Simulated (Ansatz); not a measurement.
Reaction (substitution at a C–O bond): `C[SiH](N)CO` + H₂S → `C[SiH](N)CS` + H₂O

Computed with Ansatz on PBE0-D4/def2-TZVP structures; ΔE is electronic, products minus reactants. CCSD(T)/CBS adds triple-zeta CCSD(T) − MP2 to the extrapolated MP2 energy (def2 sets, frozen cores). This one scheme is used for every species. DFT in def2-TZVPP. B3LYP here is the variant with VWN-RPA as its local correlation; programs differ in this. Each species was taken in one conformer, which may not be the lowest.

| level | ΔE (kJ/mol) | difference from CCSD(T)/CBS |
| --- | --- | --- |
| PBE-D4 | -52.9 | 8.1 |
| r2SCAN-D4 | -52.7 | 8.3 |
| ωB97X-V | -49.7 | 11.3 |
| ωB97M-V | -52.8 | 8.2 |
| B2PLYP | -50.4 | 10.6 |
| PBE | -48.0 | 13.0 |
| r2SCAN | -51.4 | 9.6 |
| B3LYP | -43.2 | 17.8 |
| MP2/def2-TZVPP | -64.4 | -3.4 |
| CCSD/def2-TZVPP | -52.2 | 8.8 |
| CCSD(T)/def2-TZVPP | -54.2 | 6.8 |
| HF/def2-QZVPP | -43.7 | 17.3 |
| MP2/def2-QZVPP | -68.5 | -7.5 |
| HF/CBS(def2) | -43.8 | 17.2 |
| MP2/CBS(def2) | -71.2 | -10.2 |
| CCSD/CBS(def2) | -59.1 | 1.9 |
| CCSD(T)/CBS | -61.0 | 0 |

Largest T1 diagnostic among the species: 0.010.

The D4 term adds −8.1 kJ/mol with B3LYP and −4.4 kJ/mol with PBE0; it sums over pairs of atoms, weighted by their polarisabilities, and B3LYP, whose exchange is more repulsive, gets the larger term. From PBE to PBE0 (25 % exact exchange), in def2-TZVPP and without D4, ΔE moves by −3.7 kJ/mol.

CCSD(T)/CBS has its own doubt, a few kJ/mol and more with outer-core shells, so smaller differences from it don't rank the levels.
